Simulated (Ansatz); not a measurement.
Job for Ansatz (a program for electronic structure): R-PBE0/def2-TZVPP on H3Sb (SMILES [SbH3]). Elements past Kr take the def2 small-core potentials; no spin–orbit coupling.

Ansatz 0.2 input:
```yaml
crystal:
  periodic: [false, false, false]
  atoms:
    - {symbol: Sb, position_ang: [0.00019324, 0.00025505, 0.05066351]}
    - {symbol: H, position_ang: [-0.56959221, 1.28831010, -0.91473706]}
    - {symbol: H, position_ang: [-0.84008874, -1.14128638, -0.90146515]}
    - {symbol: H, position_ang: [1.39926838, -0.16078323, -0.91494255]}
basis:
  gaussian:
    orbitals: def2-TZVPP
hamiltonian:
  xc: {name: PBE0}
accuracy: high
phonons: {}
scf: {lower_state_search: off}
```

Output:

```
WARN ansatz: RAYON_NUM_THREADS=2 ignored (pool sized by the plan → 2); use --threads N
Functional definition: PBE0
these checks for a lower state are left out or cut short: stability, starts, cluster_reference, orbital_swaps, neighbouring_geometries, increment
integrals: 0.10 GiB planned
1801 factors; integrals over basis functions are off by at most 1.8e-9 eV
mean field: 0.38 GiB planned
mean field evaluation 1: about -6585.7690 eV, gradient 8.4e0 eV
mean field evaluation 2: about -6585.8854 eV, gradient 6.7e0 eV
mean field evaluation 4: about -6585.9839 eV, gradient 2.2e-1 eV
mean field evaluation 8: about -6585.9842 eV, gradient 1.1e-3 eV
mean field evaluation 16: about -6585.9842 eV, gradient 2.6e-8 eV
mean field -6585.98423793 eV, -242.0304566034 hartree, gradient 2.6e-8 eV, S^2 0.000000; 0 other end points of the search recorded, 0 dependent functions left out
the calculation of the forces begins
reference -6585.98424033 eV, -242.0304566915 hartree; 13, 13 occupied and 79, 79 virtual orbitals, 1801 factors
these checks for a lower state are left out or cut short: stability, starts, cluster_reference, orbital_swaps, neighbouring_geometries, increment
integrals: 0.10 GiB planned
1801 factors; integrals over basis functions are off by at most 1.8e-9 eV
mean field: 0.38 GiB planned
mean field -6585.98418836 eV, -242.0304547818 hartree, gradient 1.1e-8 eV, S^2 0.000000; 0 other end points of the search recorded, 0 dependent functions left out
the calculation of the forces begins
reference -6585.98419076 eV, -242.0304548698 hartree; 13, 13 occupied and 79, 79 virtual orbitals, 1801 factors
these checks for a lower state are left out or cut short: stability, starts, cluster_reference, orbital_swaps, neighbouring_geometries, increment
integrals: 0.10 GiB planned
1801 factors; integrals over basis functions are off by at most 1.8e-9 eV
mean field: 0.38 GiB planned
mean field evaluation 32: about -6585.9842 eV, gradient 2.0e-7 eV
mean field -6585.98418819 eV, -242.0304547755 hartree, gradient 1.1e-8 eV, S^2 0.000000; 0 other end points of the search recorded, 0 dependent functions left out
the calculation of the forces begins
reference -6585.98419059 eV, -242.0304548636 hartree; 13, 13 occupied and 79, 79 virtual orbitals, 1801 factors
these checks for a lower state are left out or cut short: stability, starts, cluster_reference, orbital_swaps, neighbouring_geometries, increment
integrals: 0.10 GiB planned
1801 factors; integrals over basis functions are off by at most 1.8e-9 eV
mean field: 0.37 GiB planned
mean field -6585.98418708 eV, -242.0304547347 hartree, gradient 1.3e-8 eV, S^2 0.000000; 0 other end points of the search recorded, 0 dependent functions left out
the calculation of the forces begins
reference -6585.98418948 eV, -242.0304548228 hartree; 13, 13 occupied and 79, 79 virtual orbitals, 1801 factors
these checks for a lower state are left out or cut short: stability, starts, cluster_reference, orbital_swaps, neighbouring_geometries, increment
integrals: 0.10 GiB planned
1801 factors; integrals over basis functions are off by at most 1.8e-9 eV
mean field: 0.38 GiB planned
mean field -6585.98418574 eV, -242.0304546856 hartree, gradient 1.7e-8 eV, S^2 0.000000; 0 other end points of the search recorded, 0 dependent functions left out
the calculation of the forces begins
reference -6585.98418814 eV, -242.0304547737 hartree; 13, 13 occupied and 79, 79 virtual orbitals, 1801 factors
these checks for a lower state are left out or cut short: stability, starts, cluster_reference, orbital_swaps, neighbouring_geometries, increment
integrals: 0.10 GiB planned
1801 factors; integrals over basis functions are off by at most 1.8e-9 eV
mean field: 0.38 GiB planned
mean field -6585.98420598 eV, -242.0304554295 hartree, gradient 1.9e-8 eV, S^2 0.000000; 0 other end points of the search recorded, 0 dependent functions left out
the calculation of the forces begins
reference -6585.98420838 eV, -242.0304555176 hartree; 13, 13 occupied and 79, 79 virtual orbitals, 1801 factors
these checks for a lower state are left out or cut short: stability, starts, cluster_reference, orbital_swaps, neighbouring_geometries, increment
integrals: 0.10 GiB planned
1801 factors; integrals over basis functions are off by at most 1.8e-9 eV
mean field: 0.38 GiB planned
mean field evaluation 64: about -6585.9842 eV, gradient 4.4e-5 eV
mean field -6585.98420565 eV, -242.0304554173 hartree, gradient 1.5e-8 eV, S^2 0.000000; 0 other end points of the search recorded, 0 dependent functions left out
the calculation of the forces begins
reference -6585.98420805 eV, -242.0304555054 hartree; 13, 13 occupied and 79, 79 virtual orbitals, 1801 factors
these checks for a lower state are left out or cut short: stability, starts, cluster_reference, orbital_swaps, neighbouring_geometries, increment
integrals: 0.10 GiB planned
1801 factors; integrals over basis functions are off by at most 1.8e-9 eV
mean field: 0.38 GiB planned
mean field -6585.98422753 eV, -242.0304562212 hartree, gradient 7.1e-9 eV, S^2 0.000000; 0 other end points of the search recorded, 0 dependent functions left out
the calculation of the forces begins
reference -6585.98422992 eV, -242.0304563093 hartree; 13, 13 occupied and 79, 79 virtual orbitals, 1801 factors
these checks for a lower state are left out or cut short: stability, starts, cluster_reference, orbital_swaps, neighbouring_geometries, increment
integrals: 0.10 GiB planned
1801 factors; integrals over basis functions are off by at most 1.8e-9 eV
mean field: 0.37 GiB planned
mean field -6585.98422789 eV, -242.0304562343 hartree, gradient 1.3e-8 eV, S^2 0.000000; 0 other end points of the search recorded, 0 dependent functions left out
the calculation of the forces begins
reference -6585.98423028 eV, -242.0304563224 hartree; 13, 13 occupied and 79, 79 virtual orbitals, 1801 factors
these checks for a lower state are left out or cut short: stability, starts, cluster_reference, orbital_swaps, neighbouring_geometries, increment
integrals: 0.10 GiB planned
1801 factors; integrals over basis functions are off by at most 1.8e-9 eV
mean field: 0.38 GiB planned
mean field -6585.98422396 eV, -242.0304560901 hartree, gradient 8.4e-9 eV, S^2 0.000000; 0 other end points of the search recorded, 0 dependent functions left out
the calculation of the forces begins
reference -6585.98422636 eV, -242.0304561782 hartree; 13, 13 occupied and 79, 79 virtual orbitals, 1801 factors
these checks for a lower state are left out or cut short: stability, starts, cluster_reference, orbital_swaps, neighbouring_geometries, increment
integrals: 0.10 GiB planned
1801 factors; integrals over basis functions are off by at most 1.8e-9 eV
mean field: 0.38 GiB planned
mean field evaluation 96: about -6585.9842 eV, gradient 1.2e-5 eV
mean field -6585.98422368 eV, -242.0304560798 hartree, gradient 7.8e-9 eV, S^2 0.000000; 0 other end points of the search recorded, 0 dependent functions left out
the calculation of the forces begins
reference -6585.98422608 eV, -242.0304561678 hartree; 13, 13 occupied and 79, 79 virtual orbitals, 1801 factors
these checks for a lower state are left out or cut short: stability, starts, cluster_reference, orbital_swaps, neighbouring_geometries, increment
integrals: 0.10 GiB planned
1801 factors; integrals over basis functions are off by at most 1.8e-9 eV
mean field: 0.38 GiB planned
mean field -6585.98421557 eV, -242.0304557819 hartree, gradient 1.3e-8 eV, S^2 0.000000; 0 other end points of the search recorded, 0 dependent functions left out
the calculation of the forces begins
reference -6585.98421797 eV, -242.0304558700 hartree; 13, 13 occupied and 79, 79 virtual orbitals, 1801 factors
these checks for a lower state are left out or cut short: stability, starts, cluster_reference, orbital_swaps, neighbouring_geometries, increment
integrals: 0.10 GiB planned
1801 factors; integrals over basis functions are off by at most 1.8e-9 eV
mean field: 0.38 GiB planned
mean field -6585.98421525 eV, -242.0304557699 hartree, gradient 1.0e-8 eV, S^2 0.000000; 0 other end points of the search recorded, 0 dependent functions left out
the calculation of the forces begins
reference -6585.98421764 eV, -242.0304558580 hartree; 13, 13 occupied and 79, 79 virtual orbitals, 1801 factors
these checks for a lower state are left out or cut short: stability, starts, cluster_reference, orbital_swaps, neighbouring_geometries, increment
integrals: 0.10 GiB planned
1801 factors; integrals over basis functions are off by at most 1.8e-9 eV
mean field: 0.38 GiB planned
mean field -6585.98422173 eV, -242.0304560081 hartree, gradient 1.1e-8 eV, S^2 0.000000; 0 other end points of the search recorded, 0 dependent functions left out
the calculation of the forces begins
reference -6585.98422413 eV, -242.0304560962 hartree; 13, 13 occupied and 79, 79 virtual orbitals, 1801 factors
these checks for a lower state are left out or cut short: stability, starts, cluster_reference, orbital_swaps, neighbouring_geometries, increment
integrals: 0.10 GiB planned
1801 factors; integrals over basis functions are off by at most 1.8e-9 eV
mean field: 0.38 GiB planned
mean field evaluation 128: about -6585.9842 eV, gradient 1.8e-5 eV
mean field -6585.98422227 eV, -242.0304560281 hartree, gradient 7.7e-9 eV, S^2 0.000000; 0 other end points of the search recorded, 0 dependent functions left out
the calculation of the forces begins
reference -6585.98422467 eV, -242.0304561162 hartree; 13, 13 occupied and 79, 79 virtual orbitals, 1801 factors
Total energy: -6585.98424033 eV, -242.0304566915 hartree
Atom 0 at     0.000193     0.000255     0.050664 Å, force     0.000001     0.000002     0.000318 eV/Å
Atom 1 at    -0.569592     1.288310    -0.914737 Å, force     0.000038    -0.000088    -0.000106 eV/Å
Atom 2 at    -0.840089    -1.141286    -0.901465 Å, force     0.000056     0.000077    -0.000107 eV/Å
Atom 3 at     1.399268    -0.160783    -0.914943 Å, force    -0.000096     0.000010    -0.000106 eV/Å
Dipole moment:     0.000246     0.000325     0.064535 e Å
Vibrations: 801.77 844.35 844.35 1965.78 1973.15 1973.15 cm⁻¹, zero-point energy 0.520891 eV
Checks for a lower state left out: stability, starts, cluster_reference, orbital_swaps, neighbouring_geometries, increment
```

The run converged.

Cost: around 90 core-seconds (rough).
